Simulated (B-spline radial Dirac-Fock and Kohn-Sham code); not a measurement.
Calculated with a B-spline atomic structure program, using multi-electron Dirac-Fock with separately optimised hole states, Breit and Lamb-shift corrections added in first order. Free neutral atoms.

Q: Order these X-ray lines by photon energy, lowest first.
A. K Lβ6
B. Sn Mζ2
C. Cr Lβ4
D. K Lβ3
E. Ce Mζ2
F. Te Mζ2

A: A (296.3 eV), D (362.4 eV), B (391.4 eV), F (453.4 eV), C (651.6 eV), E (666.0 eV).
